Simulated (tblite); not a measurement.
CH₃Cl₂Si (doublet state).
Numbering: `[SiH2:1][CH:2]([Cl:3])[Cl:4]` (hydrogens: H5, H6 on Si1; H7 on C2)

Computed with GFN2-xTB (tblite), gas phase: L-BFGS steps from a force-field or distance-geometry start until the largest atomic force falls under 0.01 eV/Å.

Step 10: E = -392.6281 eV
```
atom  x, y, z in Å  |  force x, y, z in eV/Å
Si1     1.1890    0.0180    0.2628   -0.031   0.004   0.015
C2     -0.7256    0.0933    0.1842    0.033   0.012   0.033
Cl3    -1.2953   -0.7673   -1.2856   -0.011  -0.050  -0.056
Cl4    -1.2913    1.7780    0.1191    0.019   0.034  -0.015
H5      1.7712    0.5935   -0.9353   -0.015   0.040  -0.005
H6      1.5980   -1.3344    0.6085   -0.005  -0.034  -0.001
H7     -1.2426   -0.3761    1.0193    0.010  -0.005   0.030
```

Step 11: E = -392.6285 eV
```
atom  x, y, z in Å  |  force x, y, z in eV/Å
Si1     1.1894    0.0143    0.2602   -0.046   0.031   0.039
C2     -0.7248    0.0931    0.1845    0.023   0.013   0.032
Cl3    -1.2941   -0.7690   -1.2856   -0.015  -0.043  -0.044
Cl4    -1.2893    1.7790    0.1171    0.025   0.012  -0.013
H5      1.7677    0.5995   -0.9338   -0.003   0.035  -0.020
H6      1.5962   -1.3366    0.6097    0.004  -0.050  -0.008
H7     -1.2418   -0.3753    1.0208    0.012   0.003   0.015
```

Step 12: E = -392.6288 eV
```
atom  x, y, z in Å  |  force x, y, z in eV/Å
Si1     1.1891    0.0112    0.2584   -0.033   0.041   0.048
C2     -0.7238    0.0932    0.1853    0.001   0.009   0.015
Cl3    -1.2932   -0.7714   -1.2862   -0.013  -0.027  -0.016
Cl4    -1.2869    1.7801    0.1150    0.030  -0.012  -0.012
H5      1.7643    0.6058   -0.9327    0.000   0.022  -0.016
H6      1.5945   -1.3395    0.6107    0.005  -0.043  -0.019
H7     -1.2407   -0.3746    1.0224    0.010   0.010   0.000
```

Problem. Estimate the geometry and energy of step 13. (The exact step hangs on the optimiser's Hessian estimate; all steps are aligned on step 12, rigid shifts and turns removed.)

Solution. E = -392.6291 eV, largest force 0.052 eV/Å
```
atom  x, y, z in Å  |  force x, y, z in eV/Å
Si1     1.1883    0.0101    0.2581   -0.006   0.032   0.041
C2     -0.7233    0.0934    0.1860   -0.013   0.001  -0.005
Cl3    -1.2928   -0.7734   -1.2869   -0.009  -0.013   0.010
Cl4    -1.2848    1.7806    0.1134    0.029  -0.022  -0.011
H5      1.7622    0.6101   -0.9321   -0.004   0.009   0.001
H6      1.5935   -1.3419    0.6109    0.000  -0.019  -0.029
H7     -1.2398   -0.3740    1.0236    0.003   0.012  -0.007
```

The energy changes by -0.0002 eV. The first-order estimate −F·Δx gives -0.0003 eV and the mean of the old and new forces, exact on a quadratic surface, -0.0002 eV. The step makes an angle of 64° with the force vector and moves no atom by more than 0.005 Å.

The cost below is that of the whole relaxation. The run took 0.18 s on Arm Neoverse V2, one thread, shared host.
